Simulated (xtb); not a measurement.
Si(Cl)(Br)(NH2)2 (BrClH₄N₂Si), SMILES N[Si](Br)(N)Cl. All values are semi-empirical tight-binding results from xtb (GFN2-xTB unless named), good for trends rather than for accurate numbers. Geometry: GFN2-xTB. The structure was generated by enumeration, and PubChem lists no compound with its InChIKey, so it may never have been made. The values are those of a single conformer.

| Quantity | Value |
|---|---|
| orbital gap | 6.77 eV |
| zero-point energy | 33.7 kcal/mol |
| G − E(el) at 298.15 K (modified RRHO) | 12.5 kcal/mol |
| static polarisability (D4 model) | 84.2 bohr³ |
| solvation energy, GFN2-xTB/ALPB(water) | -6.8 kcal/mol |
| solvation energy, GFN2-xTB/ALPB(toluene) | -5.5 kcal/mol |
